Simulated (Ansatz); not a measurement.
Start from `NCS[SiH3]` and change one atom or group to get `B[SiH2]CS[SiH3]`.

Ansatz, PBE0-D4/def2-TZVP geometries, multiplicity 1. Each molecule was computed in one conformer, which needn't be the lowest.

| property | `NCS[SiH3]` |
| --- | --- |
| zero-point energy (PBE0-D4/def2-TZVP) / kJ/mol | 214.6 |
| HOMO energy (PBE/def2-TZVPP) / eV | -5.60 |
| HOMO–LUMO gap (B3LYP/def2-TZVPP) / eV | 6.59 |
| LUMO energy (ωB97M-V/def2-TZVPP) / eV | 1.88 |
| LUMO energy (PBE/def2-TZVPP) / eV | -0.69 |
| LUMO energy (PBE0/def2-TZVPP) / eV | 0.20 |

Give the same properties after the change, and the shifts. (Best estimate.)

Ansatz gave: 
```tsv
property	`B[SiH2]CS[SiH3]`	shift
zero-point energy (PBE0-D4/def2-TZVP) / kJ/mol	237.7	23.1
HOMO energy (PBE/def2-TZVPP) / eV	-5.61	-0.01
HOMO–LUMO gap (B3LYP/def2-TZVPP) / eV	3.80	-2.79
LUMO energy (ωB97M-V/def2-TZVPP) / eV	-0.58	-2.46
LUMO energy (PBE/def2-TZVPP) / eV	-3.54	-2.85
LUMO energy (PBE0/def2-TZVPP) / eV	-2.53	-2.73
```

With PBE0 the HOMO rises by 0.09 eV and the LUMO falls by 2.73 eV, so the gap narrows by about 2.82 eV. PBE moves the HOMO by -0.01 eV and ωB97M-V by 0.16 eV. The zero-point energy changes by 23.1 kJ/mol with +9 modes.

B3LYP here is the variant with VWN-RPA as its local correlation; programs differ in this.
